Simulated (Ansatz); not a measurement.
Calculated with Ansatz (gas phase, PBE0-D4/def2-TZVP geometries, no zero-point term in ΔE). CCSD(T)/CBS adds triple-zeta CCSD(T) − MP2 to the extrapolated MP2 energy (def2 sets, frozen cores). This one scheme is used for every species. DFT in def2-TZVPP. B3LYP here is the variant with VWN-RPA as its local correlation; programs differ in this. For Se outer-core shells are correlated without core-valence functions, which leaves a few kJ/mol of doubt a bond. Scalar relativity is left out up to krypton. One conformer a species, not always the lowest.

`C=C(F)[SiH2][SeH]` → `C=C(F)[SeH]` + `[SiH2]`  (silylene formation by 1,1-elimination)

`C=C(F)[SiH2][SeH]`:

Z-matrix (Å, degrees):
```
Si
Se 1 2.273
C 1 1.874 2 112.2
H 1 1.483 2 112.3 3 -119.6
H 1 1.482 2 104.3 3 119.7
H 2 1.469 1 92.8 3 62.2
F 3 1.349 1 115.4 2 60.7
C 3 1.325 1 125.1 2 -119.0
H 8 1.084 3 121.8 1 179.8
H 8 1.082 3 119.6 1 -0.3
```

`C=C(F)[SeH]`:

```xyz
7

C     0.810    0.824    0.158
C    -0.275    0.073    0.109
F    -1.239    0.193    1.025
Se   -0.678   -1.152   -1.285
H     0.912    1.586    0.921
H     1.603    0.682   -0.562
H    -1.133   -2.206   -0.366
```

`[SiH2]`:

Z-matrix (Å, degrees):
```
Si
H 1 1.525
H 1 1.525 2 91.2
```

| level | ΔE (kJ/mol) | difference from CCSD(T)/CBS |
| --- | --- | --- |
| PBE-D4 | 337.0 | -3.4 |
| B3LYP-D4 | 331.4 | -9.0 |
| B2PLYP | 330.5 | -9.9 |
| PBE0 | 342.0 | 1.6 |
| B3LYP | 318.2 | -22.2 |
| SCS-MP2/def2-TZVPP | 334.6 | -5.8 |
| CCSD(T)/def2-TZVPP | 327.2 | -13.2 |
| MP2/def2-QZVPP | 356.1 | 15.7 |
| MP2/CBS(def2) | 361.5 | 21.1 |
| CCSD/CBS(def2) | 337.4 | -3.0 |
| CCSD(T)/CBS | 340.4 | 0 |

Largest T1 diagnostic among the species: 0.014.

The D4 term adds +13.3 kJ/mol with B3LYP and +7.4 kJ/mol with PBE0; it sums over pairs of atoms, weighted by their polarisabilities, and B3LYP, whose exchange is more repulsive, gets the larger term. From PBE to PBE0 (25 % exact exchange), in def2-TZVPP and without D4, ΔE moves by +13.3 kJ/mol.
